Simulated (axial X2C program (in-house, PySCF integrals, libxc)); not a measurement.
## Excited states of KTe⁻ by EOM-EE-CCSD

Computed with an in-house all-electron X2C program for linear molecules (integrals from PySCF): two-component X2C with atomic mean-field Coulomb and Gaunt terms, Gaussian nuclei, basis Te dyall-acv3z, K dyall-acv3z with contracted cores.

R = 3.060 Å (near the PBE0 minimum at charge -1 of the determinant lowest at the starting distance; the state shown can have its own minimum elsewhere).

Hartree–Fock spinors of KTe⁻ (one of each Kramers pair; a window near the gap, which can cut inner shells):

| ω | occupied | ε (eV) | character |
| --- | --- | --- | --- |
| 3/2 | yes | -21.78 | 100% K p |
| 1/2 | yes | -21.74 | 98% K p |
| 1/2 | yes | -12.88 | 84% Te s, 7% K p, 6% K d |
| 1/2 | yes | -2.23 | 88% Te p, 4% K d, 4% K p |
| 3/2 | yes | -1.17 | 86% Te p, 7% K p, 7% K d |
| 1/2 | yes | -1.12 | 79% Te p, 11% K s, 5% K p |
| 1/2 | no | 1.24 | 62% K p, 37% K s |
| 1/2 | no | 1.40 | 100% K p |
| 3/2 | no | 1.40 | 100% K p |
| 1/2 | no | 1.77 | 55% K s, 44% K p |
| 1/2 | no | 2.06 | 45% K s, 42% K p, 11% K d |
| 1/2 | no | 2.43 | 68% K p, 30% K d |

Vertical excitation energies from the closed-shell determinant state of KTe⁻:

```
 Ω  excitation (eV)  cm⁻¹        hole of the leading pair  particle of the leading pair  weight of the pair (for Ω = 0 its time-reversed partner can hold as much again)  singles weight
0⁻            0.403  3249  46% Te pσ, 33% Te pπ, 12% K sσ  61% K sσ, 25% K pσ, 9% Te pσ                                                                             0.47            0.94
 1            0.407  3285  46% Te pσ, 32% Te pπ, 12% K sσ  61% K sσ, 25% K pσ, 9% Te pσ                                                                             0.90            0.94
 2            0.443  3572     86% Te pπ, 7% K pπ, 7% K dπ  63% K sσ, 24% K pσ, 8% Te pσ                                                                             0.90            0.90
 1            0.471  3800     86% Te pπ, 7% K pπ, 7% K dπ  62% K sσ, 25% K pσ, 8% Te pσ                                                                             0.84            0.90
0⁺            0.761  6134   65% Te pπ, 18% Te pσ, 7% K sσ  62% K sσ, 26% K pσ, 6% Te pσ                                                                             0.42            0.87
 1            1.134  9146            61% Te pπ, 28% Te pσ  62% K sσ, 25% K pσ, 8% Te pσ                                                                             0.51            0.90
 2            1.156  9327     86% Te pπ, 7% K pπ, 7% K dπ   57% K pσ, 35% K sσ, 6% K pπ                                                                             0.90            0.90
 1            1.160  9357     86% Te pπ, 7% K pπ, 7% K dπ  53% K pσ, 32% K sσ, 12% K pπ                                                                             0.89            0.90
 3            1.162  9373     86% Te pπ, 7% K pπ, 7% K dπ                      95% K pπ                                                                             0.90            0.90
 2            1.167  9410     86% Te pπ, 7% K pπ, 7% K dπ                      95% K pπ                                                                             0.90            0.90
```

This point took 2.8 min on 1 thread of Arm Neoverse N1 (shared host).

Reference electrons by ω block (each with its −ω partner): 1/2: 24, 3/2: 10, 5/2: 2. 16 electrons of KTe⁻ correlated (inner shells frozen), 88 natural virtual spinors (a truncated set); levels can be off by some tenths of an eV. Roots sought by Ω: (0: 5, 1: 4, 2: 3, 3: 1); rows need 60 % singles weight and stop where some Ω has no more roots. Missing are any skipped roots, higher Ω and states of a further excitation; these come out far too high here and may in truth be low or lowest. T1 of the reference 0.037 (Lee–Taylor). Some roots did not converge and are left out. The highest Hartree–Fock level of the anion lies at -1.12 eV; relaxation, partly offset by correlation, puts the detachment threshold some tenths of an eV to over one eV lower in magnitude, and states above it are held by the basis set and are not bound. Number of frozen shells: Te 4 s, 3 p, 2 d; K 2 s, 1 p. Large amplitudes in the reference (orbital relaxation or multireference character) lower the reliability.
